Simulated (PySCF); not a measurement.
# Polarisability and C₆ of Ni²⁺ (nickel, charge +2)

[Ar] 3d8, high-spin 3F determinant. Calculation: PySCF 2.14, in aug-cc-pVTZ with one added diffuse shell each of s, p, d, f, g type (9s8p6d4f3g, 118 functions); no relativity, point nucleus. Coupled (time-dependent) response in atomic units; α is the mean over directions.

```
 method  mean α (bohr³)  C₆ (like pair)  S(−4)
r2SCANh           3.169           8.911  4.882
```

S(−4) is the Cauchy moment in α(ω) = α(0) + S(−4) ω² + …

α(iu) at r2SCANh:

```json
{"u (hartree)": "0", "α(iu) (bohr³)": "3.169"}
{"u (hartree)": "0.0500", "α(iu) (bohr³)": "3.157"}
{"u (hartree)": "0.100", "α(iu) (bohr³)": "3.122"}
{"u (hartree)": "0.200", "α(iu) (bohr³)": "2.993"}
{"u (hartree)": "0.300", "α(iu) (bohr³)": "2.815"}
{"u (hartree)": "0.500", "α(iu) (bohr³)": "2.427"}
{"u (hartree)": "0.750", "α(iu) (bohr³)": "2.011"}
{"u (hartree)": "1.00", "α(iu) (bohr³)": "1.696"}
{"u (hartree)": "1.50", "α(iu) (bohr³)": "1.263"}
{"u (hartree)": "2.00", "α(iu) (bohr³)": "0.9834"}
{"u (hartree)": "3.00", "α(iu) (bohr³)": "0.6479"}
{"u (hartree)": "5.00", "α(iu) (bohr³)": "0.3442"}
```

A single London oscillator, α(iu) = α/(1 + u²/ω²), gives C₆ = (3/4) ω α². Matching the computed C₆ needs ω = 4 × 8.911 / (3 × 3.169²) = 1.18 hartree.

For an ion, C₆ is the dispersion term alone; charge-induced terms of lower order in 1/R come first.
